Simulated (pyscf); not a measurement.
Single points on ωB97X-D3(BJ)/def2-SVP structures (PySCF, gas phase). Correlated levels are frozen-core, on RHF or UHF. ΔMP2 is the change of the MP2 total energy from the triple- to the quadruple-zeta basis.

Q: For [HO–Ga–OH]• (SMILES [OH][Ga][OH]) -> •O–GaH–OH (SMILES [O][GaH][OH]), a hydrogen shift (doublet surface; H–O broken, Ga–H formed), PBE/def2-TZVP gives ΔE‡ = 53.7 kcal/mol and ΔE = +41.6 kcal/mol (zero: the reactant's lowest minimum found). In which direction and how far do PBE0-D3(BJ)/def2-TZVP, ωB97M-D3(BJ)/def2-TZVP, CCSD(T)/def2-TZVPP + ΔMP2(QZVPP) move these?

A: PBE0-D3(BJ): ΔE‡ = 59.4 kcal/mol, ΔE = +38.7 kcal/mol; ωB97M-D3(BJ): ΔE‡ = 61.9 kcal/mol, ΔE = +38.4 kcal/mol; CCSD(T): ΔE‡ = 61.4 kcal/mol, ΔE = +39.1 kcal/mol. PBE's barrier lies under all of them, by 5.8 to 8.2 kcal/mol. Its reaction energy lies over all of them, by 2.4 to 3.1 kcal/mol. Low barriers are usual for a GGA, whose delocalisation error favours stretched bonds. One saddle was located; it need not be the lowest between these sides. The CCSD(T) − MP2 part came from Ansatz, without density fitting, on the same reference. The frozen core leaves the outer d or s,p core shells of the metals and heavy elements correlated in the MP2 and CC values, and def2-TZVPP describes them poorly, which can shift differences by a few kcal/mol. Elements up to Kr have no core potential and no relativistic terms here.
